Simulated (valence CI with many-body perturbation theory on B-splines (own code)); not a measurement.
Results of a calculation; reference values are marked as such.
Ladder of approximations for Pb76+

Method: valence CI with perturbative core correlation (CI+MBPT): four valence electrons over a frozen Dirac-Fock core [He], a basis of 11 s, 11 p, 9 d, 7 f, 5 g, 2 h, 1 i functions for each j, with the one-electron correlation potential Σ1, the two-electron term Σ2, the three-electron term Σ3, Breit, model QED; selected CI, second order for the rest (own B-spline code, finite nucleus).

No measured spectrum was set against this ion. As an estimate, large intervals hold to a few tenths of a per cent, small ones and those within an open d or f shell to about a per cent. Among the levels kept, up to 340 cm⁻¹ of a level comes from second order outside the variational space, and about a tenth of that is noise between levels of different J, which matters for small intervals.

Each rung adds one term. CI alone is the Dirac-Coulomb CI over the frozen core; QED comes last and gives the full result, which names the levels. Energies are above (2s^2 2p1/2^2) J=0 on the same rung, in Ry.

Levels are named by their leading jj configuration (3d3/2^4 stands for four electrons in 3d with j = 3/2), which in mixed levels can hold well under half, so a name can repeat and another be missing. Letters in brackets count levels of one name in rising energy.

| Level | CI alone | Σ1 | Σ2 | Σ3 | Breit | QED | Full |
| --- | --- | --- | --- | --- | --- | --- | --- |
| (2s^2 2p1/2 2p3/2) J=1 | 170.17 | +0.022 | -0.004 | -0.002 | -2.392 | +0.173 | 167.97 |
| (2s^2 2p1/2 2p3/2) J=2 | 172.33 | +0.022 | -0.002 | -0.005 | -3.226 | +0.173 | 169.29 |
| (2s 2p1/2^2 2p3/2) J=2 | 197.21 | -0.008 | -0.022 | -0.007 | -0.990 | -1.763 | 194.41 |
| (2s 2p1/2^2 2p3/2) J=1 | 204.32 | -0.008 | -0.035 | -0.014 | -0.646 | -1.769 | 201.85 |
| (2s^2 2p3/2^2) J=2 | 344.30 | +0.044 | -0.003 | -0.007 | -5.007 | +0.319 | 339.65 |
| (2s^2 2p3/2^2) J=0 | 348.77 | +0.044 | +0.005 | -0.011 | -4.087 | +0.317 | 345.03 |
| (2s 2p1/2 2p3/2^2) J=2 [a] | 364.73 | +0.014 | -0.015 | -0.006 | -3.092 | -1.594 | 360.03 |
| (2s 2p1/2 2p3/2^2) J=3 | 369.44 | +0.014 | -0.018 | -0.010 | -4.403 | -1.595 | 363.43 |
| (2s 2p1/2 2p3/2^2) J=0 | 373.07 | +0.014 | -0.011 | -0.012 | -2.377 | -1.598 | 369.08 |
| (2s 2p1/2 2p3/2^2) J=1 [a] | 375.58 | +0.014 | -0.037 | -0.016 | -2.953 | -1.602 | 370.99 |
| (2s 2p1/2 2p3/2^2) J=2 [b] | 376.94 | +0.014 | -0.032 | -0.016 | -3.747 | -1.602 | 371.55 |
| (2s 2p1/2 2p3/2^2) J=1 [b] | 376.48 | +0.014 | -0.022 | -0.014 | -2.894 | -1.600 | 371.96 |
| (2p1/2^2 2p3/2^2) J=2 | 404.56 | -0.016 | -0.059 | -0.020 | -1.443 | -3.509 | 399.51 |
| (2p1/2^2 2p3/2^2) J=0 | 409.18 | -0.016 | -0.053 | -0.020 | -0.506 | -3.510 | 405.07 |
| (2s 2p3/2^3) J=2 | 543.58 | +0.036 | -0.013 | -0.013 | -5.351 | -1.428 | 536.81 |
| (2s 2p3/2^3) J=1 | 550.63 | +0.036 | -0.027 | -0.018 | -5.036 | -1.433 | 544.15 |
| (2p1/2 2p3/2^3) J=1 | 575.70 | +0.005 | -0.048 | -0.019 | -3.226 | -3.374 | 569.03 |
| (2p1/2 2p3/2^3) J=2 | 577.85 | +0.005 | -0.045 | -0.019 | -4.052 | -3.374 | 570.36 |
| (2p3/2^4) J=0 | 751.68 | +0.028 | -0.035 | -0.019 | -5.201 | -3.210 | 743.24 |

The middle columns are the shifts that each term adds.

(1) How does the ionisation energy move along the ladder, and which term matters most?

## Answers

(1) CI alone 23523, + Σ1 23523, + Σ2 23523, + Σ3 23523, + Breit 23465, + QED 23464 eV. The largest step is Breit, -58 eV. NIST lists 23460 ± 110 eV (theoretical).
